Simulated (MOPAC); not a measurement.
Input file for MOPAC: PM7 on C3H7N (a complex), monomers drawn apart or pushed together.

```
PM7 1SCF PRECISE CHARGE=0 THREADS=1
C3H7N

C     -0.65061802 1     0.13229705 1     0.32227154 1
N      0.47092817 1     0.11114744 1     0.08739268 1
H     -1.69294343 1     0.15183990 1     0.54699430 1
C     -0.65731883 1    -0.04277149 1     5.21383364 1
C      0.86676914 1    -0.07623745 1     5.27401817 1
H     -1.04992515 1    -0.89874610 1     4.65982484 1
H     -1.01365030 1     0.86674194 1     4.72435905 1
H     -1.09904736 1    -0.07013108 1     6.21197163 1
H      1.22148396 1    -0.98320108 1     5.76738795 1
H      1.25771416 1     0.77717011 1     5.83141816 1
H      1.30269341 1    -0.04892851 1     4.27453640 1
```

Program output:

```
*******************************************************************************
 **                                                                           **
 **                              MOPAC v23.2.5                                **
 **                                                                           **
 *******************************************************************************
 ** MOPAC's Digital Object Identifier: https://doi.org/10.5281/zenodo.6511958 **
 **                                                                           **
 ** Please cite the open-source release paper for use of this MOPAC version:  **
 ** J. E. Moussa and J. J. P. Stewart (2026)                                  **
 ** MOPAC: An open-source semiempirical molecular orbital program             **
 ** J. Open Source Softw., 11(119), 8025, https://doi.org/10.21105/joss.08025 **
 *******************************************************************************

                              PM7 CALCULATION RESULTS

 *******************************************************************************
 *  PM7        - The PM7 Hamiltonian to be used
 *
 *
 *
 *                 CHARGE ON SYSTEM = 0
 *
 *
 *
 *  PRECISE    - TIGHTER CRITERIA TO BE USED
 *  1SCF       - DO 1 SCF AND THEN STOP
 *  THREADS=1  - MULTI-THREADING NOT USED
 *  T=         - A TIME OF 172800.0 SECONDS REQUESTED
 *  DUMP=N     - RESTART FILE WRITTEN EVERY 7200.0 SECONDS REQUESTED
 *******************************************************************************
PM7 1SCF PRECISE CHARGE=0 THREADS=1
 C3H7N

   ATOM   CHEMICAL          X               Y               Z
  NUMBER   SYMBOL      (ANGSTROMS)     (ANGSTROMS)     (ANGSTROMS)

     1       C         -0.65061802  *   0.13229705  *   0.32227154  *
     2       N          0.47092817  *   0.11114744  *   0.08739268  *
     3       H         -1.69294343  *   0.15183990  *   0.54699430  *
     4       C         -0.65731883  *  -0.04277149  *   5.21383364  *
     5       C          0.86676914  *  -0.07623745  *   5.27401817  *
     6       H         -1.04992515  *  -0.89874610  *   4.65982484  *
     7       H         -1.01365030  *   0.86674194  *   4.72435905  *
     8       H         -1.09904736  *  -0.07013108  *   6.21197163  *
     9       H          1.22148396  *  -0.98320108  *   5.76738795  *
    10       H          1.25771416  *   0.77717011  *   5.83141816  *
    11       H          1.30269341  *  -0.04892851  *   4.27453640  *



          CARTESIAN COORDINATES

    NO.       ATOM           X           Y           Z

     1         C         -0.6506      0.1323      0.3223
     2         N          0.4709      0.1111      0.0874
     3         H         -1.6929      0.1518      0.5470
     4         C         -0.6573     -0.0428      5.2138
     5         C          0.8668     -0.0762      5.2740
     6         H         -1.0499     -0.8987      4.6598
     7         H         -1.0137      0.8667      4.7244
     8         H         -1.0990     -0.0701      6.2120
     9         H          1.2215     -0.9832      5.7674
    10         H          1.2577      0.7772      5.8314
    11         H          1.3027     -0.0489      4.2745

 General Reference for PM7:
 "Optimization of Parameters for Semiempirical Methods VI: More Modifications to the
 NDDO Approximations and Re-optimization of Parameters", J. J. P. Stewart, J. Mol. Mod., 1:32, 19 (2013)
 https://link.springer.com/article/10.1007/s00894-012-1667-x

           Empirical Formula: C3 H7 N  =    11 atoms



      MOLECULAR POINT GROUP   :   Cs


      RHF CALCULATION, NO. OF DOUBLY OCCUPIED LEVELS = 12


 -------------------------------------------------------------------------------
 PM7 1SCF PRECISE CHARGE=0 THREADS=1
 C3H7N



     1SCF WAS SPECIFIED, SO BFGS WAS NOT USED
     SCF FIELD WAS ACHIEVED


                              PM7 CALCULATION
                                                       MOPAC v23.2.5 Linux




          FINAL HEAT OF FORMATION =         11.49515 KCAL/MOL =      48.09571 KJ/MOL


          COSMO AREA              =        134.38 SQUARE ANGSTROMS
          COSMO VOLUME            =        108.72 CUBIC ANGSTROMS

          IONIZATION POTENTIAL    =         12.025374 EV
          HOMO LUMO ENERGIES (EV) =        -12.025  0.995
          NO. OF FILLED LEVELS    =         12
          MOLECULAR WEIGHT        =         57.0950         POINT GROUP:  Cs

          MOLECULAR DIMENSIONS (Angstroms)

            Atom       Atom       Distance
            H     8    N     2     6.32520
            H     3    H     9     4.24153
            H    10    H     6     2.24444


          SCF CALCULATIONS        =          1





   ATOM   CHEMICAL          X               Y               Z
  NUMBER   SYMBOL      (ANGSTROMS)     (ANGSTROMS)     (ANGSTROMS)

     1       C         -0.65061802  *   0.13229705  *   0.32227154  *
     2       N          0.47092817  *   0.11114744  *   0.08739268  *
     3       H         -1.69294343  *   0.15183990  *   0.54699430  *
     4       C         -0.65731883  *  -0.04277149  *   5.21383364  *
     5       C          0.86676914  *  -0.07623745  *   5.27401817  *
     6       H         -1.04992515  *  -0.89874610  *   4.65982484  *
     7       H         -1.01365030  *   0.86674194  *   4.72435905  *
     8       H         -1.09904736  *  -0.07013108  *   6.21197163  *
     9       H          1.22148396  *  -0.98320108  *   5.76738795  *
    10       H          1.25771416  *   0.77717011  *   5.83141816  *
    11       H          1.30269341  *  -0.04892851  *   4.27453640  *

                             CARTESIAN COORDINATES

   1    C       -0.650618020     0.132297050     0.322271540
   2    N        0.470928170     0.111147440     0.087392680
   3    H       -1.692943430     0.151839900     0.546994300
   4    C       -0.657318830    -0.042771490     5.213833640
   5    C        0.866769140    -0.076237450     5.274018170
   6    H       -1.049925150    -0.898746100     4.659824840
   7    H       -1.013650300     0.866741940     4.724359050
   8    H       -1.099047360    -0.070131080     6.211971630
   9    H        1.221483960    -0.983201080     5.767387950
  10    H        1.257714160     0.777170110     5.831418160
  11    H        1.302693410    -0.048928510     4.274536400


           Empirical Formula: C3 H7 N  =    11 atoms



      MOLECULAR POINT GROUP   :   Cs


                  EIGENVALUES
 -35.42584 -27.22759 -21.46498 -20.84246 -15.17908 -15.15797 -14.09299 -14.09279
 -13.73137 -13.19742 -12.04099 -12.02537   0.99473   0.99491   3.99391   4.44860
   5.60120   5.61281   5.68851   6.11997   6.13312   6.95923   7.11642


              NET ATOMIC CHARGES AND DIPOLE CONTRIBUTIONS

  ATOM NO.   TYPE          CHARGE      No. of ELECS.   s-Pop       p-Pop
    1          C          -0.002419        4.0024     1.15136     2.85106
    2          N          -0.212801        5.2128     1.82531     3.38749
    3          H           0.215221        0.7848     0.78478
    4          C          -0.418987        4.4190     1.04650     3.37249
    5          C          -0.418764        4.4188     1.04631     3.37246
    6          H           0.136996        0.8630     0.86300
    7          H           0.136966        0.8630     0.86303
    8          H           0.139859        0.8601     0.86014
    9          H           0.140703        0.8593     0.85930
   10          H           0.140688        0.8593     0.85931
   11          H           0.142539        0.8575     0.85746
 DIPOLE           X         Y         Z       TOTAL
 POINT-CHG.    -2.173     0.040     0.484     2.227
 HYBRID        -0.543     0.010     0.115     0.555
 SUM           -2.716     0.050     0.598     2.781


          ATOMIC ORBITAL ELECTRON POPULATIONS

     Atom    s        px        py        pz
    1  C   1.15136   0.98472   0.93203   0.93430
    2  N   1.82531   1.24325   1.06805   1.07619
    3  H   0.78478
    4  C   1.04650   1.03584   1.16573   1.17092
    5  C   1.04631   1.02859   1.17150   1.17237
    6  H   0.86300
    7  H   0.86303
    8  H   0.86014
    9  H   0.85930
   10  H   0.85931
   11  H   0.85746

 **********************
 *                    *
 * JOB ENDED NORMALLY *
 *                    *
 **********************




 == MOPAC DONE ==
```

The run finished.

Cost: roughly 0.03 core-seconds.
